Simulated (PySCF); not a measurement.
**Vertical excitation energies**

C2H7GeN.
Numbering: `[H]/[N:4]=[CH:3]\[GeH2:2][CH3:1]` (hydrogens: H5, H6, H7 on C1; H8, H9 on Ge2; H10 on C3; H11 on N4)

Method: TDDFT CAM-B3LYP/def2-SVPD, vertical, gas phase, core orbitals frozen in the response in PySCF. Isolated species at its PBE0-D3(BJ)/def2-SVP geometry (one conformer only). The CAM-B3LYP/def2-SVPD calculation is non-relativistic and has no spin–orbit coupling, an omission that weighs most on germanium. Torsions of this conformer, `[H]/[N:4]=[CH:3]\[GeH2:2][CH3:1]`: C1–Ge2–C3–N4 118°.

Task: List the vertical singlet excitations with oscillator strengths and describe the spectrum.

Result: 

```csv
state,E (eV),λ (nm),ν̃ (cm⁻¹),f,|μ| (D),"main configurations (H = HOMO, L = LUMO)"
S1,4.41,280.9,35600,0.0000,0.04,H→L (90%)
S2,6.70,184.9,54070,0.0012,0.22,"H→L+1 (53%), H→L+2 (26%), H→L+3 (14%)"
S3,7.10,174.7,57250,0.0040,0.39,"H→L+2 (51%), H→L+1 (28%)"
S4,7.51,165.1,60580,0.059,1.43,"H→L+3 (58%), H-1→L (23%)"
S5,7.71,160.8,62170,0.139,2.18,"H-1→L (42%), H→L+4 (30%)"
S6,7.82,158.6,63060,0.019,0.79,"H→L+5 (66%), H→L+4 (16%)"
S7,7.84,158.1,63240,0.030,1.01,"H-2→L (61%), H→L+4 (18%)"
S8,7.90,156.9,63750,0.244,2.86,"H-1→L (26%), H-2→L (22%), H→L+4 (16%)"
S9,8.33,148.8,67220,0.013,0.64,"H→L+6 (59%), H-1→L+1 (8%)"
S10,8.46,146.5,68240,0.0020,0.25,"H-1→L+1 (65%), H-1→L+3 (13%)"
```

Triplets, Tamm–Dancoff:

```json
{"state": "T1", "E (eV)": "3.61", "λ (nm)": "343.4", "main configurations (H = HOMO, L = LUMO)": "H→L (88%)"}
{"state": "T2", "E (eV)": "4.93", "λ (nm)": "251.7", "main configurations (H = HOMO, L = LUMO)": "H-1→L (44%), H-3→L (39%)"}
{"state": "T3", "E (eV)": "6.43", "λ (nm)": "192.7", "main configurations (H = HOMO, L = LUMO)": "H→L+2 (35%), H→L+1 (30%), H→L+3 (21%)"}
{"state": "T4", "E (eV)": "6.94", "λ (nm)": "178.6", "main configurations (H = HOMO, L = LUMO)": "H→L+1 (53%), H→L+2 (24%)"}
```

The lowest singlet lies at 4.41 eV (281 nm, ultraviolet) and is dark (f under 0.0005); its leading configuration is HOMO→LUMO (90%). The strongest level in the table is S8 at 7.90 eV (157 nm, f = 0.244). Löwdin shares by element: HOMO nitrogen 47%, carbon 21% or more, germanium 12%, hydrogen 7% or more; LUMO carbon 37%, nitrogen 32%, germanium 13% (atoms not listed hold the other 18%). The oscillator strengths of these states sum to 0.510; summed over the whole spectrum of an exact calculation they would give the number of electrons, 58 (Thomas–Reiche–Kuhn). The listed states span 4.05 eV, and the widest gap between neighbours is 2.29 eV (S1 to S2). Of the 10 states listed, 6 reach f = 0.01 and 1 stays under 0.0005. The vertical ionisation energy (ΔSCF) is 9.41 eV, 0.95 eV above S10. Singlets were solved by full linear response, triplets in the Tamm–Dancoff approximation.
